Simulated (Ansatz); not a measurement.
`[SiH3]C([SiH3])[SiH3]` → C• + 10 H• + 3 Si•  (atomization)

Calculated with Ansatz (gas phase, PBE0-D4/def2-TZVP geometries, no zero-point term in ΔE). CCSD(T)/CBS adds triple-zeta CCSD(T) − MP2 to the extrapolated MP2 energy (def2 sets, frozen cores). This one scheme is used for every species, atoms too. Open shells (•) are unrestricted, without spin–orbit coupling. Spin–orbit coupling would lower the free atoms: a little for C, Si.

| level | ΔE (kcal/mol) |
| --- | --- |
| CCSD(T)/def2-SVP | 991.3 |
| MP2/def2-TZVPP | 1023.0 |
| CCSD/def2-TZVPP | 1021.9 |
| MP2/CBS(def2) | 1047.2 |

**Question.** What does CCSD(T)/CBS give? (An estimate is asked.)

**Answer.** Ansatz gave: +1054.7 kcal/mol. The listed levels differ from it by -63.4, -31.7, -32.8, -7.5 kcal/mol.

Largest T1 diagnostic among the species: 0.012.

From BLYP to BHLYP (50 % exact exchange), in def2-TZVPP and without D4, ΔE moves by +14.9 kcal/mol. Leaving LDA and LC-ωPBE aside and taking each functional with its dispersion term where it has one, the values, not all of them listed here, spread over 33.3 kcal/mol, from revPBE-D4 to ωB97X-V. LDA lies +122.7 kcal/mol from PBE without D4, its usual overbinding.

For atomizations the MP2-based limit and the directly extrapolated one differ by several kJ/mol either way, and by 10 to 25 for some Ge, Se and Sn compounds, so smaller differences from it don't rank the levels.
